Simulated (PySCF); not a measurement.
2-chloro-3-fluorobuta-1,3-diene (C₄H₄ClF), SMILES C(=C)(F)C(Cl)=C. Atoms are numbered in the order given.

```xyz
10

C     -1.6013     1.1500     0.0000
C     -0.2737     0.9816     0.0000
F      0.5355     2.0570     0.0000
C      0.4858    -0.2724     0.0000
C      1.8270    -0.3281     0.0000
Cl    -0.4658    -1.7330     0.0000
H     -2.0175     2.1589     0.0000
H     -2.2640     0.2864     0.0000
H      2.4008     0.6000     0.0000
H      2.3522    -1.2843     0.0000
```
Charge 0, spin multiplicity 1.

Geometry: r2SCAN-D4/def2-SVP. The values are those of a single conformer.

Two levels are set side by side: PBE/pcSseg-1 (PySCF) and PBE0/pcSseg-1 (PySCF). GIAO shifts against CFCl3 (¹⁹F), HCl (³⁵Cl), TMS (¹H), TMS (¹³C) at the same level; non-relativistic, no solvent, atoms listed together averaged. Without spin–orbit terms, shifts of atoms bonded to Cl or Br come out too high at both levels. Differences are taken from unrounded values.

```
quantity                 PBE
--------------------  ------
δ(¹³C) of C1 (ppm)     100.4
δ(¹³C) of C2 (ppm)     170.6
δ(¹⁹F) of F3 (ppm)    -126.4
δ(¹³C) of C4 (ppm)     146.3
δ(¹³C) of C5 (ppm)     120.5
δ(³⁵Cl) of Cl6 (ppm)   253.9
```

### Question
These are the PBE values. What does PBE0 give? (Estimate from the structure and the level; the computed values follow.)

### Answer

```json
[
 {"quantity": "δ(¹³C) of C1 (ppm)", "PBE0": "103.6", "PBE minus PBE0": "-3.2"},
 {"quantity": "δ(¹³C) of C2 (ppm)", "PBE0": "170.6", "PBE minus PBE0": "0.1"},
 {"quantity": "δ(¹⁹F) of F3 (ppm)", "PBE0": "-117.8", "PBE minus PBE0": "-8.6"},
 {"quantity": "δ(¹³C) of C4 (ppm)", "PBE0": "146.4", "PBE minus PBE0": "-0.1"},
 {"quantity": "δ(¹³C) of C5 (ppm)", "PBE0": "125.1", "PBE minus PBE0": "-4.6"},
 {"quantity": "δ(³⁵Cl) of Cl6 (ppm)", "PBE0": "224.1", "PBE minus PBE0": "29.9"}
]
```

Rough cost on one machine, each run with all the roots and properties that it gave: PBE0 against PBE within a factor of 2.
